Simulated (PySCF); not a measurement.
Bonds (- single, = double, # triple, : aromatic): C1-S2, S2-Si3, Si3-O4, O4-Si5, Si3-C6, C6:C7, C7:C8, C8:C9, C9:O10, O10:C6. C1 carries H11, H12, H13; Si3 carries H14; Si5 carries H15, H16, H17; C7 carries H18; C8 carries H19; C9 carries H20. Stereochemistry as in CS[Si@@H](O[SiH3])c1ccco1.

PySCF 2.14 calculation with PBE0/pcSseg-1 with gauge-including orbitals and structure optimised with PBE0-D3(BJ)/def2-SVP; no relativistic terms, no solvent, one computed conformer, one averaged value for each set of equivalent atoms.

Referencing at the same level of theory: 13C (184.41 ppm) and 1H (31.27 ppm) and 29Si (351.99 ppm) against TMS; CS2 for 33S (495.66 ppm); 17O (334.56 ppm) vs H2O.

```json
{"atoms": "H15/H16/H17", "nucleus": "1H", "count": "3", "Hirshfeld charge": "-0.08", "δ (ppm)": "?"}
{"atoms": "O4", "nucleus": "17O", "count": "1", "Hirshfeld charge": "-0.31", "δ (ppm)": "35.5"}
{"atoms": "C8", "nucleus": "13C", "count": "1", "Hirshfeld charge": "-0.09", "δ (ppm)": "116.4"}
{"atoms": "Si3", "nucleus": "29Si", "count": "1", "Hirshfeld charge": "0.37", "δ (ppm)": "-10.0"}
{"atoms": "C6", "nucleus": "13C", "count": "1", "Hirshfeld charge": "-0.06", "δ (ppm)": "154.3"}
{"atoms": "H19", "nucleus": "1H", "count": "1", "Hirshfeld charge": "0.06", "δ (ppm)": "6.60"}
{"atoms": "H18", "nucleus": "1H", "count": "1", "Hirshfeld charge": "0.06", "δ (ppm)": "7.17"}
{"atoms": "H20", "nucleus": "1H", "count": "1", "Hirshfeld charge": "0.07", "δ (ppm)": "?"}
{"atoms": "C9", "nucleus": "13C", "count": "1", "Hirshfeld charge": "0.02", "δ (ppm)": "152.9"}
{"atoms": "Si5", "nucleus": "29Si", "count": "1", "Hirshfeld charge": "0.37", "δ (ppm)": "-36.5"}
{"atoms": "O10", "nucleus": "17O", "count": "1", "Hirshfeld charge": "-0.05", "δ (ppm)": "?"}
{"atoms": "C7", "nucleus": "13C", "count": "1", "Hirshfeld charge": "-0.08", "δ (ppm)": "131.0"}
{"atoms": "S2", "nucleus": "33S", "count": "1", "Hirshfeld charge": "-0.09", "δ (ppm)": "?"}
{"atoms": "C1", "nucleus": "13C", "count": "1", "Hirshfeld charge": "-0.11", "δ (ppm)": "13.4"}
{"atoms": "H14", "nucleus": "1H", "count": "1", "Hirshfeld charge": "-0.07", "δ (ppm)": "?"}
{"atoms": "H11/H12/H13", "nucleus": "1H", "count": "3", "Hirshfeld charge": "0.05", "δ (ppm)": "2.13"}
```

Q: Complete the table.

A: 
- H20: 7.71 ppm, hydrogen on an aromatic CH next to the ring oxygen; the ring current deshields protons in the ring plane
- H14: 5.77 ppm, hydrogen on a silicon bonded to C, O, S
- H15/H16/H17: 4.96 ppm, hydrogen on a silicon bonded to O
- S2: -132 ppm, sulfur bonded to C, Si
- O10: 319.2 ppm, aromatic ring oxygen

Shifts are as computed. Against solution values, carbons near 30 ppm lie about +2 ppm off and those near 130 ppm about +5 ppm. Of 1211 compounds with measured shifts, 218 miss one by over three times the rms of a fit or turn the order of signals round; such compounds aren't used in these exercises. Unscaled 17O shifts of doubly bonded oxygen tend to come out too high, by tens of ppm or more. Experimental scales use liquid or dissolved standards, which lie at an offset from isolated H2O (liquid H2O: subtract about 36 ppm).
